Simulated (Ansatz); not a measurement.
Digermane + `[OH][GeH3]` → `[GeH3][O][GeH3]` + GeH₄ at 298.15 K and 1 bar (cleavage of the Ge–Ge bond).

Gas-phase electronic energies from Ansatz, PBE0-D4/def2-TZVP geometries. CBS: MP2 limit from def2 TZ/QZ plus the TZ coupled-cluster correction, frozen cores. For Ge outer-core shells are correlated without core-valence functions, which leaves a few kJ/mol of doubt a bond. Scalar relativity is left out up to krypton.

| species | CCSD(T)/CBS energy (Eh) | H − E (kJ/mol) | S (J/(mol·K)) |
| --- | --- | --- | --- |
| `[GeH3][GeH3]` | -4155.81928 | 138.0 | 299.9 |
| `[OH][GeH3]` | -2153.69723 | 109.3 | 272.0 |
| `[GeH3][O][GeH3]` | -4231.02116 | 152.7 | 349.7 |
| GeH₄ | -2078.49493 | 88.5 | 217.3 |

H − E and S are ideal-gas, rigid-rotor, harmonic terms from PBE0-D4/def2-TZVP. 1 Eh = 2625.50 kJ/mol, R = 8.31446 J/(mol·K).

Problem. By hand: ΔE, ΔH, ΔS and ΔG.

Solution. ΔE = (-4231.02116) + (-2078.49493) − (-4155.81928) − (-2153.69723) = 0.00042 Eh = 1.1 kJ/mol. Δ(H − E) = 152.7 + 88.5 − 138.0 − 109.3 = -6.1, so ΔH = -5.0 kJ/mol. ΔS = 349.7 + 217.3 − 299.9 − 272.0 = -4.9 J/(mol·K). ΔG = -5.0 − 298.15 × (-4.9)/1000 = -3.5 kJ/mol.

Problem. By hand: the equilibrium constant, and the temperature at which ΔG would vanish if ΔH and ΔS stayed fixed.

Solution. log₁₀ K = −ΔG/(RT ln 10) = 0.6. ΔG = 0 at ΔH/ΔS = 1020 K, though so small a ΔH makes that figure unsure.

The number of gas molecules stays the same, so ΔS is small and ΔH decides. The sign of ΔG lies within the doubt. A doubt of 5 kJ/mol in ΔE shifts log₁₀ K by 0.9 here. Modes under 60 cm⁻¹, often nearly free rotors, make the harmonic entropy too high. These are equilibria of isolated gas molecules and say nothing of rates. Largest T1 diagnostic: 0.012 (customary marks: 0.02 for closed shells, 0.045 for open ones).
